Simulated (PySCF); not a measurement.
**Sr: excitation energy**

Sr [Kr] 5s2 (1S) → Sr [Kr] 5p2 (3P), as a difference of total energies. All numbers are calculated (PySCF 2.14, scalar relativity by spin-free X2C-1e, in x2c-TZVPPall with one added diffuse shell each of s, p, d, f type (9s7p7d3f1g, 95 functions)). Correlated levels: valence and next inner shell: [Ar] 3d10 frozen. The calculations carry no spin-orbit coupling.

Task: Order these methods by the excitation energy they give, lowest first.
A. CCSD(T) (valence and next inner shell)
B. SCS-MP2 (valence and next inner shell)
C. UHF
D. CCSD (valence and next inner shell)

Result: C (31385 cm⁻¹), A (36246 cm⁻¹), D (36436 cm⁻¹), B (38678 cm⁻¹).

Errors of the correlated levels include the incompleteness of this basis and the frozen core.

The coupled-cluster amplitudes are large for the upper state (T1 above 0.03 or a double amplitude above 0.15), so a single reference is strained.

For comparison: 35530 cm⁻¹ (measured; NIST levels, between the centres of gravity of the two terms).
